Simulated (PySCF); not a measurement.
**Excitation energy of Si by level of theory**

Si [Ne] 3s2 3p2 (3P) → Si [Ne] 3s1 3p3 (5S), as a difference of total energies. All numbers are calculated (PySCF 2.14, no relativity, point nucleus, in def2-QZVPPD). Correlated levels: valence: [Ne] frozen; valence and next inner shell: 1s2 frozen. The calculations carry no spin-orbit coupling.

```tsv
method	excitation energy (cm⁻¹)
UHF	20991
LDA	34590
PBE	33874
PBE0	32476
r2SCAN	29050
PBEsol	32813
PW91	33879
LC-wPBE	31230
BP86	34164
MP2 (valence)	29263
SCS-MP2 (valence)	33258
MP2 (valence and next inner shell)	30676
SCS-MP2 (valence and next inner shell)	34325
```

A first-order spin-orbit estimate (lowest level to lowest level, LS coupling) adds 0.016 eV.
